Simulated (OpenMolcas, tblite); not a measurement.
# SiNH4ClO (SMILES N[SiH](O)Cl): the vertical energy of the triplet above the singlet, rung by rung

SiNH4ClO: 8 atoms, total charge 0, spin state singlet. As SMILES, `N[SiH](O)Cl`. Geometry: relaxed at PBE0-D4/def2-TZVP. This is one conformer, not always the lowest.

Quantity: the vertical energy of the triplet above the singlet, in eV. The values are calculated.

```json
{"level": "IPEA1-xTB", "kind": "semi-empirical", "program": "tblite", "value (eV)": "6.17", "less CCSD(T)/6-31G*": "-1.28", "CPU time (all runs)": "under 2 s"}
{"level": "HF/6-31G* (spherical functions)", "kind": "Hartree–Fock", "program": "OpenMolcas", "value (eV)": "7.01", "less CCSD(T)/6-31G*": "-0.44", "CPU time (all runs)": "13 s"}
{"level": "SVWN5/6-31G* (spherical functions)", "kind": "LDA", "program": "OpenMolcas", "value (eV)": "6.94", "less CCSD(T)/6-31G*": "-0.51", "CPU time (all runs)": "50 s"}
{"level": "PBE/6-31G* (spherical functions)", "kind": "GGA", "program": "OpenMolcas", "value (eV)": "6.86", "less CCSD(T)/6-31G*": "-0.59", "CPU time (all runs)": "79 s"}
{"level": "revPBE/6-31G* (spherical functions)", "kind": "GGA", "program": "OpenMolcas", "value (eV)": "6.88", "less CCSD(T)/6-31G*": "-0.57", "CPU time (all runs)": "78 s"}
{"level": "M06-L/6-31G* (spherical functions)", "kind": "meta-GGA", "program": "OpenMolcas", "value (eV)": "7.41", "less CCSD(T)/6-31G*": "-0.04", "CPU time (all runs)": "98 s"}
{"level": "B3LYP/6-31G* (spherical functions)", "kind": "global hybrid", "program": "OpenMolcas", "value (eV)": "7.09", "less CCSD(T)/6-31G*": "-0.36", "CPU time (all runs)": "70 s"}
{"level": "CCSD(T)/6-31G* (spherical functions), open shells restricted", "kind": "coupled cluster or CI", "program": "OpenMolcas", "value (eV)": "7.45", "less CCSD(T)/6-31G*": "0.00", "CPU time (all runs)": "59 s"}
```

Differences are taken from CCSD(T)/6-31G* (spherical functions), open shells restricted for orientation; it has basis-set and higher-order errors of its own. The values span 6.17 to 7.45 eV. A triplet this far above the singlet is often a Rydberg-like or dissociative state; sets without diffuse functions put Rydberg states too high. CPU times are rough (shared hosts, several kinds of processor and program).
